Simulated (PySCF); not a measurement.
## Lithium: a sound run and one with changed settings

Sound run: Li⁺ 1s2, Li²⁺ 1s1. Computed with PySCF 2.14 in pcseg-2 (4s2p1d, 15 functions), with no relativity, point nucleus. The sound run starts from symmetry-adapted Hartree-Fock orbitals and uses a fine grid where one is needed.

Changed run: radial step 0.5 in ln r (0.13 in the sound run). This setting is unsound on purpose.

```tsv
species	method	sound run (hartree)	changed run (hartree)	converged
Li⁺	UHF	-7.23461	-7.23461	yes
Li⁺	PBE	-7.25640	-7.25632	yes
Li⁺	LDA	-7.14240	-7.14273	yes
Li²⁺	UHF	-4.48157	-4.48157	yes
Li²⁺	PBE	-4.47418	-4.47425	yes
Li²⁺	LDA	-4.38966	-4.38990	yes
```

Ionisation energy of Li⁺:

```csv
method,sound run (eV),changed run (eV)
UHF,74.914,74.914
PBE,75.708,75.704
LDA,74.906,74.908
```

A coarse radial grid mis-integrates the density and the exchange-correlation energy, with errors of either sign; Hartree-Fock needs no grid.

For comparison, NIST gives 75.640 eV between the lowest levels.
